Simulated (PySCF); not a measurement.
Solvent effects on NMR parameters

Bonds (- single, = double, # triple, : aromatic): C1-S2, S2-Si3, Si3-C4, C4#C5, C5-Si6. C1 carries H7, H8, H9; Si3 carries H10, H11; Si6 carries H12, H13, H14.

GIAO PBE0/pcSseg-1 in PySCF on one PBE0-D3(BJ)/def2-SVP conformer, non-relativistic, equivalent nuclei averaged. Solvents enter as an IEF-PCM continuum (dichloromethane with ε = 8.9, acetone with ε = 20.5) around the gas-phase geometry. Shifts are referred to TMS, CS2 computed in the same medium.

In dichloromethane, δ in ppm: C4 117.7, C5 116.4, C1 14.6, S2 -209.6, Si3 -52.0, Si6 -96.2, H10/H11 4.88, H12/H13/H14 4.21, H7/H8/H9 2.21. Dipole moment 2.13 D.

Question: How does each δ change in the more polar medium?

Answer: 
```
      atoms                              environment  Δδ, acetone
         C4                            alkyne carbon         +0.1
         C5                            alkyne carbon         +0.3
         C1                methyl carbon bonded to S         +0.1
         S2                   sulfur bonded to C, Si         -1.2
        Si3              silicon bonded to C, S, 2 H          0.0
        Si6                 silicon bonded to C, 3 H          0.0
    H10/H11     hydrogen on a silicon bonded to C, S        +0.01
H12/H13/H14        hydrogen on a silicon bonded to C         0.00
   H7/H8/H9  hydrogen on a methyl carbon bonded to S        +0.02
```

Changes are relative to dichloromethane. The dipole moment becomes 2.19 D in acetone.

Question: Which nuclei move most (in ppm), and what does the model miss?

Answer: S2 (sulfur bonded to C, Si, -1.2 ppm) in acetone. A continuum only polarises the solute; specific hydrogen bonds, the anisotropy of aromatic solvents and changes of geometry or conformer are outside it.
